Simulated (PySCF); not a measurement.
A calculated (PBE, PySCF 2.14, ANO-RCC-VTZP, scalar relativity by spin-free X2C-1e) atom or ion has these occupied shells.

```tsv
shell	electrons	orbital energy (eV)	rms radius, mean of both spins (bohr)
1s α	1	-49988.1	0.0249
1s β	1	-49988.1	0.0249
2s α	1	-8276.0	0.101
2s β	1	-8275.9	0.101
2p α	3	-7381.9	0.0906
2p β	3	-7381.8	0.0906
3s α	1	-1855.6	0.261
3s β	1	-1853.0	0.261
3p α	3	-1577.3	0.261
3p β	3	-1574.7	0.261
3d α	5	-1203.0	0.240
3d β	5	-1201.0	0.240
4s α	1	-395.69	0.588
4s β	1	-389.49	0.588
4p α	3	-303.60	0.624
4p β	3	-297.44	0.624
4d α	5	-174.61	0.686
4d β	5	-168.51	0.686
5s α	1	-75.746	1.41
5s β	1	-72.644	1.41
5p α	3	-52.791	1.63
5p β	3	-50.498	1.63
4f α	7	-35.643	0.956
```

Question: Name the element and its charge.

Answer: Gd(3+) (gadolinium, charge +3), in [Xe] 4f7, high-spin 8S determinant.
